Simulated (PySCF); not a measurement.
Radial density of Be⁺ (beryllium, charge +1)

TPSS, [He] 2s1, 2S determinant. All numbers are calculated (PySCF 2.14, the spin-free X2C one-electron Hamiltonian (Gaussian nucleus), in x2c-SVPall).

| r (bohr) | 4πr²ρ (e/bohr) | 4πr²(ρα − ρβ) |
| --- | --- | --- |
| 0.00708 | 0.01964 | 0.0007 |
| 0.0119 | 0.05474 | 0.0019 |
| 0.0200 | 0.1488 | 0.0051 |
| 0.0337 | 0.3820 | 0.0130 |
| 0.0567 | 0.8914 | 0.0292 |
| 0.0953 | 1.871 | 0.0578 |
| 0.160 | 3.188 | 0.0867 |
| 0.270 | 3.958 | 0.0777 |
| 0.454 | 2.860 | 0.0137 |
| 0.763 | 0.9289 | 0.0391 |
| 1.28 | 0.3551 | 0.2851 |
| 2.16 | 0.4451 | 0.4446 |
| 3.63 | 0.1409 | 0.1408 |
| 6.11 | 0.001434 | 0.0014 |

Densities and radii are taken from the X2C orbitals without a picture-change correction, which distorts them close to the nucleus.
